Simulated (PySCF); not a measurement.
Run record: geometry optimisation, `C(=C)[Te]c1ccccc1`.

Method: PBE0-D3(BJ)/def2-SVP geometry optimisation, gas phase, def2 core potentials past Kr (PySCF 2.14.0). Start geometry: GFN2-xTB. A driver script takes a list of jobs; this job's settings line and coordinates (Å) are shown.

Input:
```
{"job": {"xc": "PBE0", "basis": "def2-SVP", "d3": "d3bj", "grid": 1, "maxiter": 30, "shake": 0.01, "kind": "geom"}, "charge": 0, "multiplicity": 1}
C      2.626230    -0.391840    -0.684530
C      2.801700    -1.088350     0.397470
Te     1.335470    -1.672650     1.814630
C     -0.187250    -0.474320     1.018300
C     -0.060780     0.885860     0.872310
C     -1.085610     1.671660     0.364500
C     -2.271810     1.076570     0.003050
C     -2.436240    -0.280870     0.151360
C     -1.424380    -1.056510     0.680660
H      3.410610    -0.127340    -1.351420
H      1.624410     0.011000    -0.946610
H      3.794730    -1.459910     0.649300
H      0.845530     1.365000     1.167580
H     -0.961250     2.735620     0.262190
H     -3.086700     1.672290    -0.396780
H     -3.386500    -0.737150    -0.115960
H     -1.554660    -2.117240     0.773590
```

Output:
```
step   0  E = -577.06632735  max force = 0.040552
step   1  E = -577.07274990  max force = 0.006046
step   2  E = -577.07301007  max force = 0.001929
step   3  E = -577.07302854  max force = 0.002927
step   4  E = -577.07315256  max force = 0.001275
step   5  E = -577.07317931  max force = 0.001572
step   6  E = -577.07323542  max force = 0.000993
step   7  E = -577.07328093  max force = 0.000876
step   8  E = -577.07331864  max force = 0.000446
step   9  E = -577.07334001  max force = 0.000724
step  10  E = -577.07333978  max force = 0.001117
step  11  E = -577.07334898  max force = 0.000389
optimisation converged
```

Energies in Eh; «max force» is the largest Cartesian gradient component in Eh/bohr.

Problem. Give the first gradient maximum in eV/Å.

Solution. With 1 Eh/bohr = 51.422 eV/Å, 2.085 eV/Å.

Summary of the converged run: final energy -577.07335 Eh after 11 steps; dipole 1.26 D.

Hardware: one thread, Arm Neoverse V2 (aarch64), no GPU, shared host with 96 logical CPUs at a one-minute load of 39. Cost: 3.3 min wall, 0.78 GiB resident at most.
Labels such as C1 count atoms from 1, the log's own numbers from 0.
